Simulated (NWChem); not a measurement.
# boron monoxide dimer (B2O2) in NWChem

SMILES: O=BB=O
```xyz
4

O      0.0000     0.0000    -2.0254
B      0.0000     0.0000    -0.8262
B      0.0000     0.0000     0.8262
O      0.0000     0.0000     2.0254
```
Charge 0, spin multiplicity 1.

Everything below was run with NWChem. All single points use one geometry, from PBE0/def2-SVP, a minimum by its harmonic frequencies. It is one conformer; others weren't searched.

Symmetry labels belong to the abelian group D2h used in the runs, with the axes of the coordinates shown; states degenerate in a higher group split over its labels.

Task: List the lowest 3 singlet excitations that CIS/def2-SVPD gives, with oscillator strengths.

Result: 
```csv
state,symmetry,energy (eV),wavelength (nm),f
1,au,7.31,170,0.000
2,au,7.55,164,0.000
3,b1u,7.55,164,0.000
```
